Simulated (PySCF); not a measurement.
Several molecules and their computed UV-vis stick spectra, shuffled. Method used: TDDFT CAM-B3LYP/def2-SVPD, vertical, gas phase, core orbitals frozen in the response (PySCF 2.14.0, density-fitted response routines). Geometries: PBE0-D3(BJ)/def2-SVP; one conformer of each isolated species. Triplets are in the Tamm–Dancoff approximation. Atoms past krypton carry core potentials; spin–orbit coupling is left out.

A. `[CH3][Al]([CH3])[CH3]`
B. `[F][Ta]([F])([F])([F])[F]`
C. `F[C@H]1C[C@H]1F`
D. `F/C=C/CF`
E. `OB(O)c1ccc(S)cn1`

Lowest singlet levels (six at most, fewer where fewer were computed) with oscillator strengths:

1. 7.91 eV (f 0.000); 7.98 eV (f 0.002); 7.99 eV (f 0.001); 8.04 eV (f 0.017 summed over 2 states); 8.08 eV (f 0.000); 8.20 eV (f 0.000 summed over 2 states); T1 7.43 eV
2. 4.58 eV (f 0.004); 4.85 eV (f 0.104); 4.97 eV (f 0.000); 5.20 eV (f 0.298); 5.28 eV (f 0.008); 6.13 eV (f 0.017); T1 3.61 eV
3. 7.54 eV (f 0.001); 7.91 eV (f 0.001); 8.44 eV (f 0.009); 8.73 eV (f 0.000); 8.89 eV (f 0.023); 8.93 eV (f 0.001); T1 7.15 eV
4. 5.79 eV (f 0.000 summed over 2 states); 6.62 eV (f 0.096); 6.63 eV (f 0.122); 7.99 eV (f 0.001); 8.10 eV (f 0.025); 8.19 eV (f 0.014); T1 5.47 eV
5. 7.24 eV (f 0.004); 7.47 eV (f 0.311); 7.48 eV (f 0.083); 8.08 eV (f 0.010); 8.60 eV (f 0.004); 8.86 eV (f 0.000); T1 4.37 eV

**Question.** Which spectrum belongs to which structure?

**Answer.** 1 = B, 2 = E, 3 = C, 4 = A, 5 = D.
- A: S1 at 5.79 eV, HOMO-1/HOMO→LUMO+1 (≥97%); Löwdin shares by element: HOMO (one of a set within 0.03 eV) carbon 59%, aluminium 19% (atoms not listed hold the other 21%); LUMO aluminium 62%, carbon 15% (atoms not listed hold the other 24%); HOMO -8.96 and LUMO 0.44 eV.
- B: S1 at 7.91 eV, HOMO→LUMO (64%), HOMO-1→LUMO+1 (35%); for S1 the Löwdin share of tantalum is at most 2% in HOMO and 70% in LUMO (ligand-to-metal charge transfer by this measure); HOMO -13.98 and LUMO -1.72 eV; point group D3h, 4 of its 8 listed states under f = 0.0005.
- C: S1 at 7.54 eV, HOMO→LUMO (80%); Löwdin shares by element: HOMO carbon 49% or more, fluorine 32% (atoms not listed hold the other 20%); LUMO carbon 52%, hydrogen 12% or more (atoms not listed hold the other 36%); HOMO -9.84 and LUMO 1.22 eV; point group Cs, 1 of its 6 listed states under f = 0.0005.
- D: S1 at 7.24 eV, HOMO→LUMO+1 (91%); Löwdin shares by element: HOMO carbon 74%, fluorine 15% or more; LUMO carbon 66% or more, fluorine 8% or more, hydrogen 7% or more (atoms not listed hold the other 19%); HOMO -8.94 and LUMO 1.28 eV; point group Cs, 1 of its 6 listed states under f = 0.0005.
- E: S1 at 4.58 eV, HOMO-1→LUMO (90%); Löwdin shares by element: HOMO sulfur 42%, carbon 36% or more (atoms not listed hold the other 23%); LUMO carbon 48% or more, nitrogen 17% (atoms not listed hold the other 35%); HOMO -7.98 and LUMO -0.29 eV.

A slash joins orbitals within 0.01 eV of each other, whose weights are summed (≥ marks a lower bound).
